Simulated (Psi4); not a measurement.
The Psi4 input:
```
memory 2 GB

molecule {
0 1
  Si   -0.24845443   -0.32714290    0.45770159
  H    -0.88585188   -1.16646728   -0.57945722
  F     0.48491266    0.63849643   -0.64759612
}

set basis aug-cc-pvdz

energy('pbe')
print_variables()
```

Estimate the nuclear repulsion energy that PBE/aug-cc-pVDZ run with Psi4 returns for this input.

47.7490 Eh

What total energy does PBE/aug-cc-pVDZ give?

-389.691083 Ha
